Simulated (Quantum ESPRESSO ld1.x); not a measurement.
Results of a calculation; reference values are marked as such.
One sound ld1.x (Quantum ESPRESSO 7.5) input for neutral tellurium gives E = -6788.8665 hartree in 38 iterations:

```
 &input
    zed=52.0,
    iswitch=1,
    rel=1,
    lsd=1,
    dft='PZ',
    config='[Kr] 4d10 5s2 5p4',
    verbosity='high',
    prefix='ld1',
    max_out_wfc=37,
    file_charge='ld1.rho',
 /
```

Changed or added lines, one case at a time, and what came of them:

- tr2=1e-25: usable despite the warning. The threshold lies below the rounding noise, so the cycle runs to its limit and warns, but the energy differs from the sound run by less than 1e-5 hartree.
- rel=2 cau_fact=44.95 (without lsd): crashed. The program stops in dirsol with "no classical turning point found": with c below Z the Dirac equation of a point nucleus has no 1s solution.
- iswitch=7: refused. The program stops in ld1_readin with "wrong iswitch": iswitch takes 1 to 4.
- tr2=1e-3: inaccurate. The cycle stops early, after 7 iterations, and the energy is off by +0.044 hartree against the sound run.
- atom='Jo' (without zed): crashed. The symbol names no element; the program warns, takes a nuclear charge of zero and dies without a result.
- rmax=1000.0: harmless. The energy moves by less than 1e-5 hartree against the default mesh (-6788.8665 hartree).
- config='[Kr] 4d10 5s2 5p': refused. The program stops in el_config with "no occupancy field?": each term needs its occupation.
